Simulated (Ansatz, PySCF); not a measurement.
System: sum formula SnOCl2, net charge 0, singlet state. 
Structure (B3LYP-D3(BJ)/def2-TZVP (Ansatz, a first-principles code) minimum search):
```xyz
4

Sn    -0.2739    -0.2461    -0.0432
O     -1.6230    -1.4586    -0.2557
Cl    -0.2061     1.9614    -0.7536
Cl     1.7754    -0.5511     1.0009
```
Charge 0, spin multiplicity 1.

Dipole moments at this geometry, in debye (magnitudes).

```
level               program  dipole (D)
------------------  -------  ----------
HF/def2-TZVPD         PySCF        2.88
SVWN5/def2-TZVPD     Ansatz        2.13
PBE/def2-TZVPD       Ansatz        2.05
revPBE/def2-TZVPD    Ansatz        2.02
r2SCAN/def2-TZVPD    Ansatz        2.12
PBE0/def2-TZVPD       PySCF        2.29
BHLYP/def2-TZVPD     Ansatz        2.51
TPSSh/def2-TZVPD      PySCF        2.12
r2SCANh/def2-TZVPD   Ansatz        2.21
LC-wPBE/def2-TZVPD   Ansatz        2.49
wB97M-V/def2-TZVPD   Ansatz        2.43
wB97X-V/def2-TZVPD   Ansatz        2.41
CCSD(T)/def2-SVPD    Ansatz        2.30
```
